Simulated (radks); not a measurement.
Kr17+, configuration [Ar] 3d1.

All-electron calculation, scalar-relativistic Kohn-Sham, LDA (Slater exchange, VWN5 correlation), spin-polarised, spherical densities, point nucleus; open shells are filled with parallel spins first. Program: a radial shooting solver on a logarithmic mesh with Libxc functionals.

Energy parts (hartree):
| part | energy |
|---|---|
| total | -2634.96368 |
| kinetic | 2698.83124 |
| electron-nucleus | -5914.89883 |
| Hartree | 653.88650 |
| exchange-correlation | -72.78258 |

Orbitals (lengths in bohr, moments of r in powers of bohr; r(max) is where P^2 peaks):
orbital  occ.  eigenvalue (hartree)   r(max)  <1/r>       <r^4>
1s up       1             -542.1637  0.02712  36.71  0.00001393
1s down     1             -542.1623  0.02712  36.71  0.00001393
2s up       1             -91.17157   0.1542  8.191    0.002648
2s down     1             -91.09476   0.1542  8.196    0.002643
2p up       3             -83.37013   0.1233  8.007    0.001902
2p down     3             -83.31142   0.1233  8.011    0.001897
3s up       1             -28.87763   0.4409  3.040      0.1008
3s down     1             -28.78113   0.4412  3.035      0.1013
3p up       3             -26.37210   0.4294  2.935      0.1016
3p down     3             -26.27372   0.4297  2.929      0.1022
3d up       1             -22.60630   0.3560  2.772     0.08208
3d down     0             -22.49179   0.3565  2.768     0.08294

The highest occupied level is 3d up at -615.15 eV. For comparison, the ionisation energy in NIST's Atomic Spectra Database is 640 eV (theoretical). In exact Kohn-Sham theory the highest level is minus the ionisation energy, but local and semilocal functionals leave it too shallow, through self-interaction and a potential that decays too fast; potentials with the right tail come closer. Spin moment in Bohr magnetons: 1.
